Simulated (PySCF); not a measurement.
Cl$_{3}$La, triplet, geometry from GFN2-xTB (such geometries of metal compounds can be far from the true shape) (the multiplicity is a formal guess) (core potentials on La); SVWN5/def2-SVP (PySCF).

PySCF was given this input:
```python
from pyscf import gto, scf, dft

mol = gto.M(
    atom='''
La    0.085161   -0.267796   -0.672679
Cl   -2.046443   -0.848180    0.492469
Cl    0.261463    2.049152    0.334915
Cl    1.499441   -0.303069    1.428069
''',
    basis='def2-svp',
    ecp={'La': 'def2-svp'},
    charge=0,
    spin=2,
    verbose=4,
)

mf = dft.UKS(mol)
mf.xc = 'lda,vwn'
mf.kernel()
mf.analyze()
```

The log (banner, timings and long lists left out):

```
PySCF version 2.14.0

[INPUT] verbose = 4
[INPUT] num. atoms = 4
[INPUT] num. electrons = 62
[INPUT] charge = 0
[INPUT] spin (= nelec alpha-beta = 2S) = 2
[INPUT] symmetry False subgroup None
[INPUT] Mole.unit = angstrom
[INPUT] Symbol           X                Y                Z      unit          X                Y                Z       unit  Magmom
[...]
nuclear repulsion = 253.471191885499
number of shells = 36
number of NR pGTOs = 165
number of NR cGTOs = 86
basis = def2-svp
ecp = {'La': 'def2-svp'}

******** <class 'pyscf.dft.uks.UKS'> ********
method = UKS
initial guess = minao
damping factor = 0
level_shift factor = 0
DIIS = <class 'pyscf.scf.diis.CDIIS'>
diis_start_cycle = 1
diis_space = 8
diis_damp = 0
SCF conv_tol = 1e-09
SCF conv_tol_grad = None
SCF max_cycles = 50
direct_scf = True
direct_scf_tol = 1e-13
number electrons alpha = 32  beta = 30
XC library pyscf.dft.libxc version 7.1.2
    S. Lehtola, C. Steigemann, M. J. T. Oliveira, and M. A. L. Marques,  SoftwareX 7, 1–5 (2018)
XC functionals = lda,vwn
    P. A. M. Dirac,  Math. Proc. Cambridge Philos. Soc. 26, 376 (1930)
    F. Bloch,  Z. Phys. 57, 545 (1929)
    S. H. Vosko, L. Wilk, and M. Nusair,  Can. J. Phys. 58, 1200 (1980)
radial grids:
    Treutler-Ahlrichs [JCP 102, 346 (1995); DOI:10.1063/1.469408] (M4) radial grids

becke partition: Becke, JCP 88, 2547 (1988); DOI:10.1063/1.454033
pruning grids: <function nwchem_prune>
grids dens level: 3
symmetrized grids: False
atomic radii adjust function: <function treutler_atomic_radii_adjust>
small_rho_cutoff = 0
Set gradient conv threshold to 3.16228e-05
tot grids = 81344
init E= -1404.4426276873

cycle= 1 E= -1406.67863924425  delta_E= -2.24  |g|= 0.959  |ddm|= 7.38

cycle= 2 E= -1405.72672463978  delta_E= 0.952  |g|= 1.39  |ddm|= 5.49

cycle= 3 E= -1407.21475581051  delta_E= -1.49  |g|= 0.375  |ddm|= 4.83

cycle= 4 E= -1406.97271180968  delta_E= 0.242  |g|= 0.581  |ddm|= 1.78

cycle= 5 E= -1407.29942926932  delta_E= -0.327  |g|= 0.163  |ddm|= 1.34

cycle= 6 E= -1407.31272810064  delta_E= -0.0133  |g|= 0.0961  |ddm|= 0.347

cycle= 7 E= -1407.32103450568  delta_E= -0.00831  |g|= 0.0193  |ddm|= 0.418

cycle= 8 E= -1407.32115838585  delta_E= -0.000124  |g|= 0.014  |ddm|= 0.123

cycle= 9 E= -1407.3211773616  delta_E= -1.9e-05  |g|= 0.0127  |ddm|= 0.108

cycle= 10 E= -1407.3213155126  delta_E= -0.000138  |g|= 0.00668  |ddm|= 0.0775

cycle= 11 E= -1407.32136623037  delta_E= -5.07e-05  |g|= 0.000851  |ddm|= 0.0313

cycle= 12 E= -1407.32136656361  delta_E= -3.33e-07  |g|= 0.000672  |ddm|= 0.00327

cycle= 13 E= -1407.3213667522  delta_E= -1.89e-07  |g|= 0.000508  |ddm|= 0.00106

cycle= 14 E= -1407.32136699726  delta_E= -2.45e-07  |g|= 0.00019  |ddm|= 0.00134

cycle= 15 E= -1407.32136703631  delta_E= -3.9e-08  |g|= 4.56e-05  |ddm|= 0.000568

cycle= 16 E= -1407.32136703865  delta_E= -2.34e-09  |g|= 4.88e-06  |ddm|= 0.000175

cycle= 17 E= -1407.32136703866  delta_E= -1.25e-11  |g|= 1.95e-06  |ddm|= 1.7e-05

Extra cycle  E= -1407.32136703852  delta_E= 1.44e-10  |g|= 1.15e-05  |ddm|= 5.36e-05
converged SCF energy = -1407.32136703852  <S^2> = 2.0009481  2S+1 = 3.000632
**** SCF Summaries ****
Total Energy =                       -1407.321367038519611
Nuclear Repulsion Energy =             253.471191885498968
One-electron Energy =                -2463.374726302751242
Two-electron Energy =                  802.582167378732720
Two-electron Coulomb Energy =          887.082339101376306
DFT Exchange-Correlation Energy =      -84.500171722643529
**** MO energy ****
                             alpha | beta                alpha | beta
[...]
WARN: Weak orthogonality for localized orbitals 3.330332508476103e-09

spin_pop of  0 La 5s        0.00042
spin_pop of  0 La 6s        0.56224
spin_pop of  0 La 7s        0.00019
spin_pop of  0 La 8s        0.00024
spin_pop of  0 La 9s        0.00019
spin_pop of  0 La 10s        0.00279
spin_pop of  0 La 5px       0.00142
spin_pop of  0 La 5py       0.00323
spin_pop of  0 La 5pz       0.00351
spin_pop of  0 La 6px       0.00118
spin_pop of  0 La 6py      -0.00160
spin_pop of  0 La 6pz       0.01101
spin_pop of  0 La 7px       0.00608
spin_pop of  0 La 7py       0.00108
spin_pop of  0 La 7pz       0.00912
spin_pop of  0 La 5dxy      0.00308
spin_pop of  0 La 5dyz      0.01268
spin_pop of  0 La 5dz^2     0.02294
spin_pop of  0 La 5dxz      0.13355
spin_pop of  0 La 5dx2-y2    0.05982
spin_pop of  0 La 6dxy      0.00196
spin_pop of  0 La 6dyz      0.00253
spin_pop of  0 La 6dz^2     0.00683
spin_pop of  0 La 6dxz      0.03987
spin_pop of  0 La 6dx2-y2    0.01173
spin_pop of  0 La 4f-3      0.00032
spin_pop of  0 La 4f-2      0.00049
spin_pop of  0 La 4f-1      0.00011
spin_pop of  0 La 4f+0      0.00035
spin_pop of  0 La 4f+1      0.00048
spin_pop of  0 La 4f+2      0.00053
spin_pop of  0 La 4f+3      0.00062
spin_pop of  1 Cl 1s        0.00000
spin_pop of  1 Cl 2s        0.00000
spin_pop of  1 Cl 3s        0.01139
spin_pop of  1 Cl 4s        0.02113
spin_pop of  1 Cl 2px       0.00000
spin_pop of  1 Cl 2py       0.00000
spin_pop of  1 Cl 2pz       0.00000
spin_pop of  1 Cl 3px       0.01424
spin_pop of  1 Cl 3py       0.04334
spin_pop of  1 Cl 3pz       0.00720
spin_pop of  1 Cl 4px       0.00061
spin_pop of  1 Cl 4py       0.00005
spin_pop of  1 Cl 4pz       0.00106
spin_pop of  1 Cl 3dxy      0.00005
spin_pop of  1 Cl 3dyz      0.00005
spin_pop of  1 Cl 3dz^2     0.00017
spin_pop of  1 Cl 3dxz      0.00040
spin_pop of  1 Cl 3dx2-y2    0.00012
spin_pop of  2 Cl 1s        0.00000
spin_pop of  2 Cl 2s       -0.00000
spin_pop of  2 Cl 3s        0.01157
spin_pop of  2 Cl 4s        0.00808
spin_pop of  2 Cl 2px       0.00001
spin_pop of  2 Cl 2py       0.00001
spin_pop of  2 Cl 2pz       0.00001
spin_pop of  2 Cl 3px       0.18195
spin_pop of  2 Cl 3py       0.14083
spin_pop of  2 Cl 3pz       0.15302
spin_pop of  2 Cl 4px       0.00034
spin_pop of  2 Cl 4py       0.00130
spin_pop of  2 Cl 4pz       0.00030
spin_pop of  2 Cl 3dxy      0.00043
spin_pop of  2 Cl 3dyz     -0.00001
spin_pop of  2 Cl 3dz^2     0.00051
spin_pop of  2 Cl 3dxz      0.00038
spin_pop of  2 Cl 3dx2-y2    0.00028
spin_pop of  3 Cl 1s        0.00000
spin_pop of  3 Cl 2s       -0.00000
spin_pop of  3 Cl 3s        0.01158
spin_pop of  3 Cl 4s        0.01115
spin_pop of  3 Cl 2px      -0.00000
spin_pop of  3 Cl 2py       0.00003
spin_pop of  3 Cl 2pz      -0.00000
spin_pop of  3 Cl 3px       0.01798
spin_pop of  3 Cl 3py       0.44554
spin_pop of  3 Cl 3pz       0.01227
spin_pop of  3 Cl 4px       0.00018
spin_pop of  3 Cl 4py       0.00125
spin_pop of  3 Cl 4pz       0.00056
spin_pop of  3 Cl 3dxy      0.00013
spin_pop of  3 Cl 3dyz      0.00099
spin_pop of  3 Cl 3dz^2     0.00025
spin_pop of  3 Cl 3dxz      0.00009
spin_pop of  3 Cl 3dx2-y2    0.00019

WARN: Weak orthogonality for localized orbitals 3.330332508476103e-09

In total            32.00000 | 30.00000
Dipole moment(X, Y, Z, Debye):  1.06580, -0.18233, -1.59932
```
